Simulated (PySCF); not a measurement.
Two-component Hartree-Fock for Ca¹⁵⁺ (calcium, charge +15)

Start: [He] 2s2 2p1; 2p1/2 filled at m_j = +1/2. Calculated with PySCF 2.14 in an even-tempered Gaussian basis (17 s from 3 bohr⁻², ratio 2.4; 11 p from 3.9 bohr⁻², ratio 2.4; 5 d from 14 bohr⁻², ratio 2.6; 5 f from 21 bohr⁻², ratio 2.6): generalised Hartree-Fock with the X2C-1e Hamiltonian and a Gaussian nucleus; one run each with spin-orbit coupling (SO) switched off, then screened by Boettger's factors.

```json
{"spinor shell": "1s1/2", "electrons": "2", "ε, spin-free (eV)": "-4817.8", "ε, screened SO (eV)": "-4817.4", "weight of nominal j (screened SO)": "1.000", "rms radius, screened SO (bohr)": "0.0880"}
{"spinor shell": "2s1/2", "electrons": "2", "ε, spin-free (eV)": "-1009.6", "ε, screened SO (eV)": "-1009.4", "weight of nominal j (screened SO)": "1.000", "rms radius, screened SO (bohr)": "0.355"}
{"spinor shell": "2p1/2", "electrons": "1", "ε, spin-free (eV)": "-972.99", "ε, screened SO (eV)": "-976.15", "weight of nominal j (screened SO)": "1.000", "rms radius, screened SO (bohr)": "0.310"}
```

| quantity | spin-free | screened SO |
| --- | --- | --- |
| E (hartree) | -507.62336 | -507.74048 |
| M_J | 1/2 | 1/2 |
| ⟨J²⟩ | 1.115 | 0.751 |
| ⟨L²⟩ | 2.001 | 2.001 |
| ⟨S²⟩ | 0.750 | 0.750 |

Each row is a mean over spinors that exchange with the open shell spreads, by up to 4.634 eV (2s1/2).

Without spin-orbit coupling the j labels of p, d and f shells carry no meaning; the spin-free column gives the mean over the occupied spinors of each nl shell, and its ⟨J²⟩ belongs to a mixture of degenerate components.
